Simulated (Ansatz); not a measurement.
`C[Si](C)F`, charge 0, multiplicity 2.

Problem. Give a relaxed structure at PBE0-D4/def2-TZVP (the Gaussian-basis code of Ansatz). (Best estimate.)

Solution. Ansatz gave: 
```xyz
10

C    -1.241    0.894   -0.337
Si    0.358    0.574    0.574
C     0.939   -1.192    0.390
F     1.486    1.523   -0.085
H    -1.548    1.937   -0.245
H    -1.118    0.663   -1.401
H    -2.040    0.265    0.063
H     0.206   -1.881    0.816
H     1.067   -1.435   -0.671
H     1.893   -1.349    0.896
```
Point group Cs.
This is one stationary point; other conformers may exist.
